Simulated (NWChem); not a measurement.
# C2H4ClFSi; SMILES [SiH2](C(F)=C)Cl

```xyz
9

C     -1.5748     1.2340     0.0000
C     -0.2447     1.2149     0.0000
F      0.4557     2.3666     0.0000
Si     0.8879    -0.2886     0.0000
Cl    -0.2849    -1.9917     0.0000
H     -2.1274     0.2932     0.0000
H     -2.1262     2.1785     0.0000
H      1.7412    -0.2822    -1.2186
H      1.7412    -0.2822     1.2186
```
Atoms are numbered in this order, from 1.

Results from NWChem. Medium grid unless said otherwise, to which SCAN and Minnesota functionals are sensitive. The geometry was optimised at PBE0/def2-SVP. B3LYP is NWChem's, with the RPA form of VWN correlation.

For level B3LYP/def2-TZVP:

| Item | Result |
|---|---|
| highest occupied level (eV) | -7.73 |
| orbital gap (eV) | 6.89 |

Task: Estimate the same quantities for level M06-2X/def2-TZVP.

Result: 
| Item | Result |
|---|---|
| highest occupied level (eV) | -9.23 |
| orbital gap (eV) | 9.53 |
